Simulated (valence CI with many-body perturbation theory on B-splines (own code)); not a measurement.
**Level structure of Er⁵⁴⁺**

Computed by valence CI with perturbative core correlation (CI+MBPT): four valence electrons over a frozen Dirac-Fock core [Ne], radial functions for each j: 11 s, 11 p, 10 d, 8 f, 5 g, 2 h, with the one-electron correlation potential Σ1, the two-electron term Σ2, the three-electron term Σ3, Breit, model QED; selected CI, second order for the rest, scaled by the run's own slope (own B-spline code, finite nucleus).

No measured spectrum was set against this ion. As an estimate, large intervals hold to a few tenths of a per cent, small ones and those within an open d or f shell to about a per cent. Among the levels kept, up to 570 cm⁻¹ of a level comes from second order outside the variational space, and about a tenth of that is noise between levels of different J, which matters for small intervals.

Levels 46 to 90 of 177, with energies above the lowest level, (3s^2 3p1/2^2) J=0. "Leading %" is the weight of the configuration and term that name the level; weights of strongly mixed levels are sums over their largest components and can fall short. In the jj column 3d3/2^4 stands for four electrons in 3d with j = 3/2.

```csv
No.,Configuration,Term,J,E (eV),Leading %,Second component,g,Leading jj
46,3s3p²3d,³G,5,864.2,56,43 % 3s3p²3d ⁵F,1.276,3s 3p1/2 3p3/2 3d5/2 (99 %)
47,3s3p²3d,³F,2,864.9,24,13 % 3s3p²3d ¹D,0.952,3s 3p1/2 3p3/2 3d3/2 (70 %)
48,3s3p²3d,³P,0,865.5,61,16 % 3s²3d² ³P,,3s 3p1/2 3p3/2 3d3/2 (61 %)
49,3s3p³,³P°,2,871.7,50,16 % 3s3p³ ¹D°,1.423,3s 3p3/2^3 (96 %)
50,3s3p²3d,³F,3,872.6,45,14 % 3s3p²3d ⁵P,1.248,3s 3p1/2 3p3/2 3d5/2 (91 %)
51,3s3p²3d,³D,3,881.9,62,13 % 3s3p²3d ³F,1.297,3s 3p1/2 3p3/2 3d5/2 (93 %)
52,3s3p²3d,³P,1,882.3,44,24 % 3s3p²3d ³D,1.165,3s 3p1/2 3p3/2 3d5/2 (76 %)
53,3s3p²3d,¹G,4,884.4,40,38 % 3s3p²3d ³F,1.164,3s 3p1/2 3p3/2 3d5/2 (89 %)
54,3s3p²3d,¹D,2,886.4,31,12 % 3s3p²3d ³P,1.128,3s 3p1/2 3p3/2 3d5/2 (84 %)
55,3s3p²3d,³D,3,895.2,37,24 % 3s3p²3d ³F,1.191,3s 3p1/2 3p3/2 3d5/2 (91 %)
56,3s3p²3d,³F,4,897.6,45,36 % 3s3p²3d ³G,1.140,3s 3p1/2 3p3/2 3d5/2 (90 %)
57,3s3p²3d,³D,1,900.1,42,25 % 3s3p²3d ¹P,0.888,3s 3p1/2 3p3/2 3d5/2 (91 %)
58,3s3p³,¹P°,1,901.4,38,24 % 3s3p³ ³S°,1.193,3s 3p3/2^3 (97 %)
59,3s²3d²,³F,2,909.4,55,13 % 3s3p²3d ³D,0.838,3s^2 3d3/2^2 (63 %)
60,3s3p²3d,³P,1,910.9,32,28 % 3s3p²3d ³S,1.366,3s 3p1/2 3p3/2 3d5/2 (90 %)
61,3s3p²3d,¹F,3,912.4,37,35 % 3s3p²3d ³F,1.080,3s 3p1/2 3p3/2 3d5/2 (87 %)
62,3s3p²3d,³D,2,913.8,21,19 % 3s3p²3d ¹D,1.151,3s 3p1/2 3p3/2 3d5/2 (78 %)
63,3s3p²3d,³P,0,914.5,44,33 % 3s3p²3d ¹S,,3s 3p1/2 3p3/2 3d5/2 (78 %)
64,3s3p²3d,³P,2,920.4,32,30 % 3s3p²3d ³D,1.172,3s 3p1/2 3p3/2 3d5/2 (90 %)
65,3s²3d²,³P,0,931.3,55,16 % 3s²3d² ¹S,,3s^2 3d3/2^2 (69 %)
66,3s²3d²,³F,3,954.0,80,5 % 3s3p²3d ³F,1.088,3s^2 3d3/2 3d5/2 (80 %)
67,3s²3d²,¹G,4,963.1,55,32 % 3s²3d² ³F,1.095,3s^2 3d3/2 3d5/2 (84 %)
68,3s²3d²,³P,2,964.1,41,24 % 3s²3d² ¹D,1.194,3s^2 3d3/2 3d5/2 (79 %)
69,3s²3d²,³P,1,967.3,81,,1.497,3s^2 3d3/2 3d5/2 (81 %)
70,3p³3d,³F°,2,975.7,17,17 % 3p³3d ³D°,0.956,3p1/2^2 3p3/2 3d3/2 (75 %)
71,3p³3d,³P°,0,986.2,52,22 % 3p³3d ⁵D°,,3p1/2^2 3p3/2 3d3/2 (84 %)
72,3p³3d,³F°,3,990.3,25,19 % 3p³3d ³G°,1.078,3p1/2^2 3p3/2 3d3/2 (86 %)
73,3p³3d,³D°,1,991.0,31,25 % 3p³3d ³P°,1.095,3p1/2^2 3p3/2 3d3/2 (90 %)
74,3s3p3d²,⁵G°,2,1000.6,57,25 % 3s3p3d² ³F°,0.540,3s 3p1/2 3d3/2^2 (83 %)
75,3s²3d²,³F,4,1005.0,57,33 % 3s²3d² ¹G,1.168,3s^2 3d5/2^2 (87 %)
76,3s²3d²,¹D,2,1014.2,44,43 % 3s²3d² ³P,1.214,3s^2 3d5/2^2 (92 %)
77,3s3p3d²,⁵G°,3,1014.7,33,19 % 3s3p3d² ³F°,0.993,3s 3p1/2 3d3/2^2 (88 %)
78,3p⁴,¹D,2,1034.5,45,19 % 3p⁴ ³P,1.150,3p1/2 3p3/2^3 (64 %)
79,3s²3d²,¹S,0,1036.9,65,22 % 3s²3d² ³P,,3s^2 3d5/2^2 (85 %)
80,3s3p3d²,⁵D°,0,1038.1,58,31 % 3s3p3d² ³P°,,3s 3p1/2 3d3/2^2 (81 %)
81,3p⁴,³P,1,1039.1,82,10 % 3s3p²3d ¹P,1.414,3p1/2 3p3/2^3 (82 %)
82,3p³3d,³F°,4,1041.3,43,23 % 3p³3d ⁵D°,1.236,3p1/2^2 3p3/2 3d5/2 (89 %)
83,3s3p3d²,⁵F°,1,1041.9,46,39 % 3s3p3d² ³D°,0.388,3s 3p1/2 3d3/2^2 (91 %)
84,3p³3d,³D°,2,1046.3,22,14 % 3p³3d ³P°,1.236,3p1/2^2 3p3/2 3d5/2 (67 %)
85,3s3p3d²,⁵D°,1,1047.2,34,26 % 3s3p3d² ³P°,1.478,3s 3p1/2 3d3/2^2 (88 %)
86,3s3p3d²,⁵F°,2,1048.0,25,16 % 3s3p3d² ³D°,1.140,3s 3p1/2 3d3/2^2 (62 %)
87,3p³3d,³D°,3,1054.6,13,11 % 3s3p3d² ⁵G°,1.138,3s 3p1/2 3d3/2 3d5/2 (50 %)
88,3s3p²3d,³D,2,1060.0,20,19 % 3s3p²3d ⁵P,1.342,3s 3p3/2^2 3d3/2 (79 %)
89,3s3p²3d,⁵P,1,1060.2,33,22 % 3s3p²3d ³P,1.686,3s 3p3/2^2 3d3/2 (93 %)
90,3s3p²3d,³F,3,1060.2,25,23 % 3s3p²3d ⁵D,1.304,3s 3p3/2^2 3d3/2 (89 %)
```

Where two levels of one J and parity lie close, their mixing, g and order are uncertain.
